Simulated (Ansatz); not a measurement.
The first iterations of a band of ClFH4HfO3 (10 atoms, charge 0, multiplicity 1).

All numbers below come from RKS B3LYP-D4/def2-SVP in Ansatz.

```
movable images  : 7
climbing image  : yes
spring          : 5.0 eV/Å²
optimiser       : quadratic models (default)
start path      : through a guess of the saddle point
force threshold : 0.03 eV/Å
iteration limit : 60
end points      : relaxed
```

Initial state:

```xyz
10
Properties=species:S:1:pos:R:3
Hf 0.012 -0.136 0.170
Cl 0.031 0.481 2.521
F 1.604 0.226 -0.855
O -1.211 1.177 -0.518
H -1.784 1.898 -0.780
O -0.932 -1.804 -0.325
H -1.723 -1.933 -0.859
O 1.261 -1.922 1.102
H 0.735 -2.712 0.891
H 1.334 -1.873 2.068
```

Final state:

```xyz
10
Properties=species:S:1:pos:R:3
Hf 0.117 -0.582 -0.468
Cl -0.935 -0.742 2.887
F 1.165 -0.640 -2.083
O -0.420 1.250 -0.209
H -0.836 2.040 0.139
O -1.353 -1.802 -0.712
H -2.159 -2.313 -0.634
O 1.326 -1.199 0.995
H 2.189 -1.584 1.175
H 0.234 -1.028 2.326
```

| iteration | highest image above the first end (eV) | largest band force component (eV/Å) |
| --- | --- | --- |
| 1 | 11.661 | 66.773 |
| 2 | 2.473 | 12.397 |
| 3 | 1.581 | 6.906 |
| 4 | 1.243 | 2.679 |
| 5 | 1.139 | 1.849 |
| 6 | 1.063 | 1.007 |
| 7 | 1.037 | 0.812 |
| 8 | 0.978 | 1.678 |
| 9 | 0.928 | 0.608 |

Problem. Does the band converge within its limit, and where does its top end?

Solution. The forces met the threshold. It ended after 27 iterations with the highest image 0.896 eV above the first end. Beside the main top the profile has a ripple of under 15 meV (maxima at images 2, 7), which may be a very shallow well or noise. A vibrational analysis at the climbing image gives one clearly imaginary mode, 126i cm⁻¹: a first-order saddle point. The orbitals stay closed-shell, which can raise the energy where a bond breaks towards radicals; this wasn't checked here.

Time of the run: 7.6 min on 4 threads of Arm Neoverse V2, on a shared host, peak memory 0.33 GiB.
